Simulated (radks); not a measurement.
The numbers below are computed, except where a source is named.
Species: the bismuth ion Bi0.6+. Configuration: [Hg] 6p2.4 (fractional occupations, a model configuration). Code: a radial shooting solver on a logarithmic mesh with Libxc functionals. Model: scalar-relativistic Kohn-Sham, PBE, spin-unpolarised, spherical densities, finite nucleus; Fermi nuclear charge, rms radius 5.5211 fm. Some entries of the table are withheld. Estimate them.

orbital  occ.  eigenvalue (eV)  r(max) (bohr)
1s          2        -90621.95       0.009662
2s          2        -16287.70        0.05620
2p          6        -13939.56        0.04691
3s          2        -3935.374         0.1585
3p          6        -3264.107         0.1588
3d         10        -2588.316         0.1294
4s          2              (1)         0.3559
4p          6        -686.8148         0.3759
4d         10        -434.8047         0.3815
5s          2        -162.3615            (2)
4f         14        -157.3285         0.3421
5p          6        -100.5785         0.8602
5d         10         -31.7832          1.033
6s          2         -18.9025            (3)
6p        2.4              (4)            (5)

Answer. 
(1) 4s eigenvalue (eV): -906.8701
(2) 5s r(max) (bohr): 0.7708
(3) 6s r(max) (bohr): 1.862
(4) 6p eigenvalue (eV): -8.5689
(5) 6p r(max) (bohr): 2.402
